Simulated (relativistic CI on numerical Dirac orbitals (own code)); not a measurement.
Electric-dipole lines of Gd41+

These numbers are calculated, not measured: Dirac-Coulomb-Breit CI, separate exchange-only KLI orbitals for each configuration, model QED (radiative potential, 1s self-energy scaled to tabulated hydrogen-like ionisation energies), unscaled Slater integrals (own radial code, finite nucleus).

Configuration list (outside the closed core [Ne]): 3s²3p⁶3d⁵, 3s²3p⁵3d⁶, 3s²3p⁴3d⁷, 3s3p⁶3d⁶, 3p⁶3d⁷, 3s3p⁵3d⁷, 3s²3p⁶3d⁴4s, 3s²3p⁶3d⁴4p, 3s²3p⁴3d⁶4s, 3s²3p⁵3d⁵4s, 3s²3p⁶3d⁴4f, 3p⁶3d⁶4s, 3s²3p⁶3d³4s², 3s²3p⁶3d⁴5s, 3p⁶3d⁵4s². Levels of other configurations are missing.

```tsv
λ vac (Å)	Lower	Upper	A (s⁻¹)	gf	Branching (%)
27.010	3s²3p⁶3d⁵ ²I13/2 [16]	3s²3p⁵3d⁶ ²H°11/2 [184]	3.05e+12	4.00e+00	77.7
27.399	3s²3p⁶3d⁵ ²H11/2 [5]	3s²3p⁵3d⁶ ⁴F°9/2 [157]	2.11e+12	2.38e+00	66.0
27.636	3s²3p⁶3d⁵ ⁴G9/2 [6]	3s²3p⁵3d⁶ ⁴F°9/2 [157]	6.82e+11	7.81e-01	21.3
27.660	3s²3p⁶3d⁵ ²H11/2 [30]	3s²3p⁵3d⁶ ²H°11/2 [199]	1.81e+12	2.49e+00	78.5
27.738	3s²3p⁶3d⁵ ²F7/2 [9]	3s²3p⁵3d⁶ ²D°5/2 [159]	1.68e+12	1.16e+00	55.2
27.893	3s²3p⁶3d⁵ ⁴G7/2 [3]	3s²3p⁵3d⁶ ⁴D°7/2 [155]	8.04e+11	7.50e-01	28.3
28.239	3s²3p⁶3d⁵ ⁴G9/2 [6]	3s²3p⁵3d⁶ ⁴D°7/2 [155]	1.09e+12	1.04e+00	38.2
28.641	3s²3p⁶3d⁵ ²I13/2 [16]	3s²3p⁵3d⁶ ²I°13/2 [164]	1.09e+12	1.88e+00	85.1
36.532	3s²3p⁶3d⁵ ⁴G7/2 [3]	3s²3p⁵3d⁶ ⁴P°5/2 [99]	8.86e+11	1.06e+00	65.1
37.230	3s²3p⁶3d⁵ ²H11/2 [5]	3s²3p⁵3d⁶ ⁴G°9/2 [91]	5.29e+11	1.10e+00	48.7
37.276	3s²3p⁶3d⁵ ⁴G9/2 [6]	3s²3p⁵3d⁶ ⁴F°7/2 [95]	8.81e+11	1.47e+00	87.2
37.525	3s²3p⁶3d⁵ ²I13/2 [16]	3s²3p⁵3d⁶ ²H°11/2 [126]	8.41e+11	2.13e+00	79.1
37.669	3s²3p⁶3d⁵ ⁴G9/2 [6]	3s²3p⁵3d⁶ ⁴G°9/2 [91]	4.74e+11	1.01e+00	43.6
37.808	3s²3p⁶3d⁵ ⁴P5/2 [1]	3s²3p⁵3d⁶ ⁶P°3/2 [54]	7.92e+11	6.79e-01	96.6
37.814	3s²3p⁶3d⁵ ⁴P5/2 [1]	3s²3p⁵3d⁶ ⁴P°5/2 [53]	9.22e+11	1.19e+00	98.7
38.098	3s²3p⁶3d⁵ ²H11/2 [5]	3s²3p⁵3d⁶ ⁴G°11/2 [82]	8.14e+11	2.13e+00	96.5
38.328	3s²3p⁶3d⁵ ⁴G7/2 [3]	3s²3p⁵3d⁶ ⁴F°7/2 [78]	4.56e+11	8.04e-01	67.7
39.400	3s²3p⁶3d⁵ ²I11/2 [13]	3s²3p⁵3d⁶ ²I°11/2 [107]	4.84e+11	1.35e+00	82.6
39.412	3s²3p⁶3d⁵ ⁴P5/2 [1]	3s²3p⁵3d⁶ ⁴D°7/2 [45]	4.04e+11	7.52e-01	98.7
39.877	3s²3p⁶3d⁵ ²I13/2 [16]	3s²3p⁵3d⁶ ²I°13/2 [108]	4.58e+11	1.53e+00	87.2
```

Terms are leading LS components. Brackets give the number of a level in order of energy, since labels repeat. The list gives strong lines, with weight on those to low levels, without lines whose two gauges differ by over a factor of 2.5, among the lowest 200 of 2819 levels, so that lines to higher ones, which can be the strongest, are missing. Levels whose partners in the same complex of configurations lie outside the list can be far off, and so can their lines. Rates are taken at the computed energies, electric ones in the length gauge.

At this charge energies of transitions that change n are usually good to better than 1 %, and those within a shell (Δn = 0) to a few per cent.

LS names give the leading component of a level, which can be under half, so a name can repeat, a term be missing and a line seem to break the LS rules.
